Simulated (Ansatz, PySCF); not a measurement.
Noncovalent pair: H2O (SMILES O) (first 3 atoms) with GeH4 (SMILES [GeH4]); geometry from B3LYP-D3(BJ)/def2-TZVP.
(charge 0, multiplicity 1):
```xyz
8

O      0.262    -0.124     0.401
H     -0.653     0.033     0.145
H      0.702     0.727     0.305
Ge    -0.167    -0.049     3.646
H     -0.397     0.035     5.168
H     -0.597     1.289     3.023
H     -1.020    -1.188     3.077
H      1.321    -0.299     3.378
```

Basis-set superposition error: the interaction energy with monomers in their own basis, and in the dimer's basis (counterpoise).

Programs: Ansatz (a program for electronic structure) with Gaussian orbitals; PySCF for 6-31G* rows, M06-2X. 

| level | uncorrected (meV) | counterpoise (meV) | difference |
|---|---|---|---|
| HF/6-31G* | -63.4 | 4.2 | 67.6 |
| HF/aug-cc-pVTZ | 0.7 | 3.3 | 2.6 |
| BLYP/def2-TZVPPD | 16.1 | 19.7 | 3.6 |
| B3LYP/6-31G* | -117.1 | 6.6 | 123.7 |
| B3LYP/def2-TZVPPD | -5.6 | -2.1 | 3.5 |
| M06-2X/def2-TZVPPD | -83.9 | -79.5 | 4.4 |
| wB97X-V/def2-TZVPPD | -63.7 | -60.3 | 3.4 |
| wB97M-V/def2-TZVPPD | -66.5 | -62.5 | 4.1 |
| B2PLYP/def2-TZVPPD | -29.5 | -22.8 | 6.7 |
| CCSD/aug-cc-pVDZ | -65.2 | -37.7 | 27.5 |

The error is largest for B3LYP/6-31G* (123.7 meV) and smallest for HF/aug-cc-pVTZ (2.6 meV).
